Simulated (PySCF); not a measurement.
## Ionisation energy of Ir by level of theory

Ir [Xe] 4f14 5d7 6s2 (4F) → Ir⁺ [Xe] 4f14 5d7 6s1 (5F), as a difference of total energies. All numbers are calculated (PySCF 2.14, a scalar-relativistic core potential, in aug-cc-pVTZ-PP with one added diffuse shell each of s, p, d, f, g type with ECP60MDF (7s7p6d4f3g, 113 functions)). Correlated levels: valence: 5s2 5p6 frozen. The calculations carry no spin-orbit coupling.

```
           method  ionisation energy (eV)
              UHF                   7.033
              LDA                   9.349
              PBE                   8.917
             PBE0                   8.637
           r2SCAN                   8.697
           B2PLYP                   8.843
           M06-2X                   8.758
          LC-wPBE                   8.341
    MP2 (valence)                   8.709
SCS-MP2 (valence)                   8.872
```

Problem. How much does correlation contribute at MP2 (valence)?

Solution. 8.709 − (7.033) = 1.676 eV, measured against UHF.

Errors of the correlated levels include the incompleteness of this basis and the frozen core.

For comparison: 8.926 eV (measured; NIST levels, between the centres of gravity of the two terms).
